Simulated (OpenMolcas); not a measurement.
# 4d4 along the 40-electron sequence

```
Program             : OpenMolcas 26.06
Method              : XMS-CASPT2, IPEA 0.25 Eh, imaginary shift 0.1 Eh
Basis               : ANO-RCC-VTZP
Scalar Hamiltonian  : DKH2, point nucleus
Spin-orbit coupling : RASSI with atomic mean-field integrals over the reference wave functions, term energies averaged over their components
```

Active space for each ion: 4 electrons in 10 orbitals (4d 5d); closed shells correlated by CASPT2: 4s 4p.

Computed levels in cm-1 above 5D0:

```csv
Level,Tc3+,Rh5+,Pd6+,Ag7+
5D1,336,660,940,1213
5D2,929,1738,2390,3000
5D3,1701,3060,4090,5040
5D4,2610,4550,5950,7220
3P0(1),15780,19610,21100,22690
3H4,16820,20940,22850,24920
3P1(1),17570,22820,25310,27780
3H5,17650,22560,25120,27760
3H6,18400,23850,26760,29710
weight of 5D in the lowest level (%),98,96,94,93
```

Mixed levels, with the weight of the term that names them: Pd6+ 3H4 (72 %), Ag7+ 3H4 (70 %).

Measured, with the error of the calculation in %. Measured levels: Ag7+ from Atoms 5, 11 (2017), spectra Ag VII to Ag IX.

| Level | Ag7+ |
| --- | --- |
| 5D1 | 1340 (-9.5) |
| 5D2 | 3212 (-6.6) |
| 5D3 | 5292 (-4.7) |
| 5D4 | 7443 (-3.0) |
| 3P0(1) | 21309 (+6.5) |
| 3H4 | 23302 (+6.9) |
| 3P1(1) | 26526 (+4.7) |
| 3H5 | 26250 (+5.8) |
| 3H6 | 28185 (+5.4) |

The fine-structure level 5D4 changes by a factor of 2.77 from Tc3+ to Ag7+. Its fourth root runs 7.15, 8.21, 8.78, 9.22, with steps per unit of Z of 0.53, 0.57, 0.44; equal steps would mean a (Z - σ)^4 law with constant σ.

3P0(1) changes by a factor of 1.44 over the same range, with steps per unit of Z of +1920, +1490, +1590 cm-1.

Term energies are means over components that CASPT2 splits; among the terms shown or strongly mixed into the levels shown the widest spread is 510 cm-1 (4d4 3H, Rh5+). Active for correlation alone: 5d; no level in the range computed is led by a configuration that fills it, so any true level of that kind is missing. Computed and measured levels are paired by configuration, term and J; levels that our copy of the source lacks, or whose pairing is in doubt (as where it misses far off the trend of its configuration), stay unpaired and out of the deviations. Only configurations of the active space appear.

A number in round brackets counts repeated terms of one configuration in the order of the reference energies.
